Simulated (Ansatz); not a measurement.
`[AlH2][AlH][SeH]` + `NCS` → `[AlH2][NH]CS` + `[AlH2][SeH]`  (cleavage of the Al–Al bond)

Gas-phase electronic energies from Ansatz, PBE0-D4/def2-TZVP geometries. CBS: MP2 limit from def2 TZ/QZ plus the TZ coupled-cluster correction, frozen cores. Functionals use def2-TZVPP. B3LYP here is the variant with VWN-RPA as its local correlation; programs differ in this. HSE06 is defined as in plane-wave codes. For Se outer-core shells are correlated without core-valence functions, which leaves a few kJ/mol of doubt a bond. Scalar relativity is left out up to krypton. Each species was taken in one conformer, which may not be the lowest.

| level | ΔE (kJ/mol) | difference from CCSD(T)/CBS |
| --- | --- | --- |
| LDA (SPW92) | -95.9 | 4.9 |
| PBE-D4 | -88.8 | 12.0 |
| revPBE-D4 | -91.2 | 9.6 |
| BLYP-D4 | -109.3 | -8.5 |
| r2SCAN-D4 | -104.3 | -3.5 |
| B97M-V | -114.9 | -14.1 |
| PBE0-D4 | -88.5 | 12.3 |
| B3LYP-D4 | -107.1 | -6.3 |
| r2SCANh-D4 | -103.1 | -2.3 |
| r2SCAN0-D4 | -101.3 | -0.5 |
| HSE06-D4 | -88.2 | 12.6 |
| BHLYP-D4 | -106.5 | -5.7 |
| CAM-B3LYP-D4 | -111.1 | -10.3 |
| ωB97X-V | -100.8 | 0.0 |
| B2PLYP | -107.8 | -7.0 |
| PBE-QIDH | -96.8 | 4.0 |
| PBE | -86.2 | 14.6 |
| revPBE | -82.6 | 18.2 |
| BLYP | -103.3 | -2.5 |
| r2SCAN | -103.6 | -2.8 |
| PBE0 | -86.3 | 14.5 |
| B3LYP | -103.0 | -2.2 |
| r2SCANh | -102.3 | -1.5 |
| r2SCAN0 | -100.5 | 0.3 |
| HSE06 | -86.2 | 14.6 |
| BHLYP | -104.6 | -3.8 |
| CAM-B3LYP | -109.0 | -8.2 |
| LC-ωPBE | -95.6 | 5.2 |
| RPA@PBE/def2-TZVPP | -99.6 | 1.2 |
| HF/def2-SVP | -107.9 | -7.1 |
| CCSD/def2-SVP | -110.4 | -9.6 |
| CCSD(T)/def2-SVP | -111.6 | -10.8 |
| HF/def2-TZVPP | -100.7 | 0.1 |
| MP2/def2-TZVPP | -113.5 | -12.7 |
| SCS-MP2/def2-TZVPP | -111.1 | -10.3 |
| CCSD(T)/def2-TZVPP | -101.4 | -0.6 |
| MP2/def2-QZVPP | -113.5 | -12.7 |
| SCS-MP2/def2-QZVPP | -111.2 | -10.4 |
| HF/CBS(def2) | -101.7 | -0.9 |
| CCSD/CBS(def2) | -99.7 | 1.1 |
| CCSD(T)/CBS | -100.8 | 0 |

Largest T1 diagnostic among the species: 0.012.

The D4 term adds −4.2 kJ/mol with B3LYP and −2.2 kJ/mol with PBE0; it sums over pairs of atoms, weighted by their polarisabilities, and B3LYP, whose exchange is more repulsive, gets the larger term. From r2SCAN to r2SCAN0 (25 % exact exchange), in def2-TZVPP and without D4, ΔE moves by +3.0 kJ/mol. At CCSD(T), def2-SVP lies −10.8 kJ/mol from the extrapolated value and def2-TZVPP −0.6 kJ/mol.
